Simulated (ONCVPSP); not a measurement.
# Which setting gave this result? (tantalum, ONCV)

Base potential:

- Element: tantalum
- Generator: ONCVPSP 4.0.1
- Type: optimised norm-conserving Vanderbilt (ONCV)
- Functional: revPBE
- Relativity: fully relativistic
- Frozen core: [Kr] 4d10 4f14
- Valence charge: 13
- Reference configuration: 5s2 5p6 5d3 6s1 (charge +1)
- Partial waves: 5s+6s: rc 1.60 bohr, ncon 4, nbas 7, qcut 6.9 1/bohr, 2 projectors; 5p: rc 1.25 bohr, ncon 3, nbas 6, qcut 6.8 1/bohr, 2 projectors, debl 2.8 Ha; 5d: rc 2.95 bohr, ncon 4, nbas 9, qcut 4.6 1/bohr, 2 projectors, debl 1.1 Ha
- Local potential: polynomial inside 0.90 bohr (lpopt 5, dvloc0 -1 Ha)
- Core correction: Teter function, fcfact 3, rcfact 1.35

Open shells are filled in proportion to 2j + 1.

Cutoffs, loose and tight: the cutoffs (Ha) at which the residual kinetic energy of the hardest occupied pseudo-wave falls to 1 and 0.1 mHa per electron. They do not see the model core or the augmentation charge, which bear on the density cutoff. Test errors are all-electron minus pseudo excitation energies from the reference, over the configurations 5s2 5p6 5d3 6s2; 5s2 5p6 5d3 6s0; 5s2 5p6 5d2 6s0; 5s2 5p6 5d3 6s1 6p1; variants that change the core or the reference have their own tests.

Only the s radius is moved (1 further runs of the sweep failed or gave no value and are left out):

| s radius (bohr) | cutoff, loose | cutoff, tight | bound ghosts | largest test error (meV) | median size of the test errors |
| --- | --- | --- | --- | --- | --- |
| 1.32 | 40 Ha | 92 Ha | s | +49 | 3.1 meV |
| 1.48 | 40 Ha | 92 Ha | s | +48 | 2.7 meV |
| 1.98 | 40 Ha | 92 Ha | s | +47 | 2.1 meV |
| 2.16 | 40 Ha | 92 Ha | s | +47 | 1.9 meV |
| 2.34 | 40 Ha | 92 Ha | s | +47 | 1.8 meV |

Task: One more run gave cutoff, loose: 40 Ha; cutoff, tight: 92 Ha; bound ghosts: s; largest test error (meV): +48; median size of the test errors: 2.3 meV. Which value of the s radius was used?

Result: 1.82 bohr. The median size of the test errors moves one way along this sweep, from 3.1 meV at 1.32 to 1.8 meV at 2.34 bohr, which places the run between 1.48 and 1.98 bohr.
